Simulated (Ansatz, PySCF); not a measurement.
F₂H₅NSSi₂, SMILES [SiH2](S[SiH](F)F)N. Atoms are numbered in the order given.

```xyz
11

Si     1.5296    -0.1250    -0.2164
F      1.5790     1.4907    -0.2173
F      1.1437    -0.5347    -1.7378
S      0.0574    -0.8631     1.0715
Si    -1.6410    -0.5428    -0.2680
N     -3.1142    -0.4182     0.6031
H      2.8723    -0.6337     0.1120
H     -1.7348    -1.7163    -1.1687
H     -1.3702     0.7221    -0.9938
H     -3.2965     0.3783     1.2047
H     -3.5794    -1.2529     0.9434
```

Geometry optimised at ωB97X-D3(BJ)/def2-SVP. The structure was generated by enumeration, and PubChem lists no compound with its InChIKey, so it may never have been made. Other conformers were not sampled.

Two levels are set side by side: PBE-D3(BJ)/def2-SVP (Ansatz, a first-principles code) and ωB97X-D3(BJ)/def2-SVP (PySCF). Each level has its own optimised geometry; the coordinates shown are those of the second. Frequencies come from the Hessian of PySCF at each geometry. Differences are taken from unrounded values.

```json
[
 {"quantity": "mean bond length (Å)", "ωB97X-D3(BJ)": "1.570"},
 {"quantity": "bond Si1–F2 (Å)", "ωB97X-D3(BJ)": "1.616"},
 {"quantity": "bond Si1–F3 (Å)", "ωB97X-D3(BJ)": "1.622"},
 {"quantity": "bond Si1–S4 (Å)", "ωB97X-D3(BJ)": "2.091"},
 {"quantity": "bond S4–Si5 (Å)", "ωB97X-D3(BJ)": "2.187"},
 {"quantity": "bond Si5–N6 (Å)", "ωB97X-D3(BJ)": "1.716"},
 {"quantity": "bond Si1–H7 (Å)", "ωB97X-D3(BJ)": "1.473"},
 {"quantity": "bond Si5–H8 (Å)", "ωB97X-D3(BJ)": "1.482"},
 {"quantity": "bond Si5–H9 (Å)", "ωB97X-D3(BJ)": "1.483"},
 {"quantity": "bond N6–H10 (Å)", "ωB97X-D3(BJ)": "1.015"},
 {"quantity": "bond N6–H11 (Å)", "ωB97X-D3(BJ)": "1.014"},
 {"quantity": "highest harmonic wavenumber (cm⁻¹)", "ωB97X-D3(BJ)": "3719"},
 {"quantity": "mean harmonic wavenumber (cm⁻¹)", "ωB97X-D3(BJ)": "1012"},
 {"quantity": "zero-point energy (kcal/mol)", "ωB97X-D3(BJ)": "39.05"}
]
```

**Question.** What does PBE-D3(BJ) give, and how far is it from ωB97X-D3(BJ)? (The exact figures need the calculation; the answer reports its results.)

**Answer.** 
```json
[
 {"quantity": "mean bond length (Å)", "PBE-D3(BJ)": "1.586", "PBE-D3(BJ) minus ωB97X-D3(BJ)": "0.016"},
 {"quantity": "bond Si1–F2 (Å)", "PBE-D3(BJ)": "1.643", "PBE-D3(BJ) minus ωB97X-D3(BJ)": "0.027"},
 {"quantity": "bond Si1–F3 (Å)", "PBE-D3(BJ)": "1.629", "PBE-D3(BJ) minus ωB97X-D3(BJ)": "0.007"},
 {"quantity": "bond Si1–S4 (Å)", "PBE-D3(BJ)": "2.113", "PBE-D3(BJ) minus ωB97X-D3(BJ)": "0.022"},
 {"quantity": "bond S4–Si5 (Å)", "PBE-D3(BJ)": "2.220", "PBE-D3(BJ) minus ωB97X-D3(BJ)": "0.033"},
 {"quantity": "bond Si5–N6 (Å)", "PBE-D3(BJ)": "1.729", "PBE-D3(BJ) minus ωB97X-D3(BJ)": "0.013"},
 {"quantity": "bond Si1–H7 (Å)", "PBE-D3(BJ)": "1.488", "PBE-D3(BJ) minus ωB97X-D3(BJ)": "0.015"},
 {"quantity": "bond Si5–H8 (Å)", "PBE-D3(BJ)": "1.496", "PBE-D3(BJ) minus ωB97X-D3(BJ)": "0.014"},
 {"quantity": "bond Si5–H9 (Å)", "PBE-D3(BJ)": "1.496", "PBE-D3(BJ) minus ωB97X-D3(BJ)": "0.013"},
 {"quantity": "bond N6–H10 (Å)", "PBE-D3(BJ)": "1.025", "PBE-D3(BJ) minus ωB97X-D3(BJ)": "0.011"},
 {"quantity": "bond N6–H11 (Å)", "PBE-D3(BJ)": "1.024", "PBE-D3(BJ) minus ωB97X-D3(BJ)": "0.010"},
 {"quantity": "highest harmonic wavenumber (cm⁻¹)", "PBE-D3(BJ)": "3570", "PBE-D3(BJ) minus ωB97X-D3(BJ)": "-148"},
 {"quantity": "mean harmonic wavenumber (cm⁻¹)", "PBE-D3(BJ)": "973", "PBE-D3(BJ) minus ωB97X-D3(BJ)": "-39"},
 {"quantity": "zero-point energy (kcal/mol)", "PBE-D3(BJ)": "37.54", "PBE-D3(BJ) minus ωB97X-D3(BJ)": "-1.51"}
]
```

Exact exchange shortens and stiffens bonds; PBE has none. Differences between two approximate levels are no errors against the true value.
